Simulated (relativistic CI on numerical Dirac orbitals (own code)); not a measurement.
Sensitivity of the levels of I XXXIX to α and to the nuclear radius

Calculated at this level of theory: Dirac-Coulomb-Breit CI, KLI orbitals optimised for each configuration, derivatives by finite differences, unscaled Slater integrals, QED left out (own radial code, finite nucleus).

Configurations in the expansion (outside the closed core [Ne]): 3s²3p³, 3s3p⁴, 3s²3p²3d, 3p⁵, 3s3p³3d, 3p⁴3d, 3s²3p3d², 3s²3d³, 3s3p3d³, 3p³3d², 3p²3d³. Double excitations out of closed p, d and f shells are left out; levels of such configurations are missing from the list, as are those of other unlisted configurations, and high levels can miss mixing partners.

With x = (α/α₀)² − 1 an excitation energy changes as ω = ω₀ + qx; K = 2q/ω₀ is the relative enhancement. Terms are leading LS components, so labels can repeat. The field-shift factor is F = δν/δ⟨r²⟩ for the transition from the lowest level.

Lowest level 3s²3p³ ²P°3/2.

| Level | ω₀ (cm⁻¹) | q (cm⁻¹) | K | F (GHz/fm²) |
| --- | --- | --- | --- | --- |
| 3s²3p³ ⁴S°3/2 | 519027 | 634500 | 2.45 | -21.1 |
| 3s²3p³ ²D°5/2 | 585296 | 637000 | 2.18 | -21.4 |
| 3s²3p³ ²P°1/2 | 665048 | 641700 | 1.93 | -23.3 |
| 3s²3p³ ²P°3/2 | 1192610 | 1.283e+06 | 2.15 | -50.4 |
| 3s²3p²3d ⁴F3/2 | 1213628 | 61060 | 0.101 | -28.7 |
| 3s3p⁴ ⁴P5/2 | 1325342 | 515900 | 0.779 | -466 |
| 3s3p⁴ ⁴P5/2 | 1474957 | 415600 | 0.564 | -276 |
| 3s3p⁴ ²S1/2 | 1558495 | 766000 | 0.983 | -702 |
| 3s3p⁴ ²D3/2 | 1559555 | 729500 | 0.935 | -594 |
| 3s²3p²3d ²F5/2 | 1741748 | 667800 | 0.767 | -21.3 |
| 3s²3p²3d ⁴D3/2 | 1750030 | 693400 | 0.792 | -78 |
| 3s²3p²3d ⁴D1/2 | 1754533 | 679300 | 0.774 | -33.4 |
| 3s²3p²3d ²G7/2 | 1801849 | 677400 | 0.752 | -12.5 |
| 3s3p⁴ ⁴P3/2 | 1845793 | 1.039e+06 | 1.13 | -349 |
| 3s²3p²3d ⁴D7/2 | 1877104 | 795100 | 0.847 | -11.4 |
| 3s²3p²3d ²D5/2 | 1898085 | 948400 | 0.999 | -220 |
| 3s²3p²3d ²G9/2 | 1941625 | 807700 | 0.832 | -11.8 |
| 3s²3p²3d ⁴P5/2 | 1969633 | 736900 | 0.748 | -112 |
| 3s²3p²3d ²P1/2 | 1995395 | 800000 | 0.802 | -170 |
| 3s²3p²3d ²P3/2 | 2005968 | 717200 | 0.715 | -179 |
| 3s²3p²3d ⁴D3/2 | 2058963 | 1.105e+06 | 1.07 | -371 |
| 3s²3p²3d ²G7/2 | 2072837 | 835000 | 0.806 | -13.9 |
| 3s²3p²3d ²F5/2 | 2089444 | 908900 | 0.87 | -158 |

At this charge energies of transitions that change n are usually good to better than 1 %, and those within a shell (Δn = 0) to a few per cent.
